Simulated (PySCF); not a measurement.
Species: C3H9NSi.
Numbering: `[CH2:1]=[CH:2][CH2:3][SiH2:4][NH2:5]` (hydrogens: H6, H7 on C1; H8 on C2; H9, H10 on C3; H11, H12 on Si4; H13, H14 on N5)

A GFN2-xTB structure was refined with PBE0-D3(BJ)/def2-SVP geometry optimisation, gas phase (PySCF). Its GFN2-xTB values:

```
  coordinate  GFN2-xTB
       C1=C2   1.354 Å
       C1–H6   1.044 Å
       C1–H7   1.080 Å
       C2–C3   1.496 Å
       C2–H8   1.085 Å
      C3–Si4   1.862 Å
       C3–H9   1.083 Å
      Si4–N5   1.732 Å
     Si4–H11   1.480 Å
      N5–H13   1.030 Å
    C1–C2–C3    124.9°
   C2–C3–Si4    111.5°
   C3–Si4–N5    106.9°
C1–C2–C3–Si4      102°
C2–C3–Si4–N5       63°
```

Question: How do these coordinates change at the PBE0-D3(BJ)/def2-SVP level?

Answer: 
```csv
coordinate,PBE0-D3(BJ)/def2-SVP (Å or °),change
C1–H6,1.095,+0.051
C3–Si4,1.891,+0.029
Si4–H11,1.503,+0.023
C3–H9,1.103,+0.020
C1=C2,1.336,-0.018
N5–H13,1.014,-0.016
C2–H8,1.098,+0.013
C1–H7,1.093,+0.013
Si4–N5,1.736,+0.004
C2–C3,1.492,-0.004
C3–Si4–N5,108.9,+2.0
C2–C3–Si4,110.4,-1.1
C1–C2–C3,126.0,+1.1
C2–C3–Si4–N5,49,-14
C1–C2–C3–Si4,100,-2
```

The energy falls by 4.0 kcal/mol over 11 energy and gradient evaluations, the largest force component goes from 0.0435 to 2.7e-04 Eh/bohr, and the atoms move by 0.201 Å rms after alignment. The bond that changes most is C1–H6 (terminal =CH2 carbon to vinylic hydrogen), which lengthens by 0.051 Å. Bonds longer at the end by more than 0.005 Å: 8 of 13; shorter: 2. Among the dihedrals that turn most is H11–Si4–N5–H14, from 76° to 55°. Rotational constants go from 7843, 2105, 1919 to 7227, 2196, 1945 MHz.

The run used 119 basis functions and 69 SCF cycles in all.

No PBE0-D3(BJ)/def2-SVP frequencies stand behind this structure, so it isn't proved a minimum. The numbers are those of one conformer.
